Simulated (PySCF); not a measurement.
## Electron correlation in Tl (thallium, neutral)

[Xe] 4f14 5d10 6s1 6p1 7s1, high-spin 4P determinant (an excited configuration). Computed with PySCF 2.14 in aug-cc-pwCVTZ-PP with ECP60MDF (8s7p6d4f1g, 96 functions), with a scalar-relativistic core potential. Frozen: 5s2 5p6 5d10; 3 electrons correlated.

| level | correlation energy (mhartree) |
| --- | --- |
| CCSD | -8.90 |
| (T) | -0.08 |
| CCSD(T) | -8.98 |

Diagnostics: T1 = 0.011, D1 = 0.0241, largest double amplitude 0.035.

Spin-orbit coupling, absent here, splits the open shell strongly. The outer electron is Rydberg-like, and this basis confines it to a smaller radius and binds it less than a complete one would.

Cost of the coupled-cluster step: roughly 18 core-seconds, for 3 correlated electrons.
